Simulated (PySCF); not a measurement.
**Electronic structure of Cu (copper, neutral) at the UHF level**

Configuration: [Ar] 3d10 4p1, 2P determinant (an excited configuration). Calculation: PySCF 2.14, in aug-cc-pVDZ-PP with ECP10MDF (5s5p4d2f, 54 functions); scalar relativity through the core potential.

| Quantity | Value |
| --- | --- |
| Total energy | -196.047437 hartree |
| One-electron energy | -354.4564 hartree |
| Hartree (Coulomb) energy | 176.3797 hartree |
| Exchange energy | -17.9708 hartree |
| ⟨S²⟩ | 0.7570 |
| ⟨L²⟩ | 2.020 |
| Sum of ⟨r⟩ | 21.00 bohr |
| Sum of ⟨r²⟩ | 49.68 bohr² |
| Traceless quadrupole moment −½Σ⟨3z² − r²⟩ along its main axis | -12.5 e·bohr² |

```json
{"shell": "3s β", "electrons": "1", "mean orbital energy (hartree)": "-5.31499", "spread (hartree)": "0", "rms radius, mean of both spins (bohr)": "0.768"}
{"shell": "3s α", "electrons": "1", "mean orbital energy (hartree)": "-5.31267", "spread (hartree)": "0", "rms radius, mean of both spins (bohr)": "0.768"}
{"shell": "3p β", "electrons": "3", "mean orbital energy (hartree)": "-3.52104", "spread (hartree)": "0.00021", "rms radius, mean of both spins (bohr)": "0.818"}
{"shell": "3p α", "electrons": "3", "mean orbital energy (hartree)": "-3.51844", "spread (hartree)": "0.00497", "rms radius, mean of both spins (bohr)": "0.818"}
{"shell": "3d β", "electrons": "5", "mean orbital energy (hartree)": "-0.57785", "spread (hartree)": "0.00348", "rms radius, mean of both spins (bohr)": "1.15"}
{"shell": "3d α", "electrons": "5", "mean orbital energy (hartree)": "-0.57547", "spread (hartree)": "0.00678", "rms radius, mean of both spins (bohr)": "1.15"}
{"shell": "4p α", "electrons": "1", "mean orbital energy (hartree)": "-0.12580", "spread (hartree)": "0", "rms radius, mean of both spins (bohr)": "5.59"}
```

Energies and moments cover only the electrons outside the core potential.
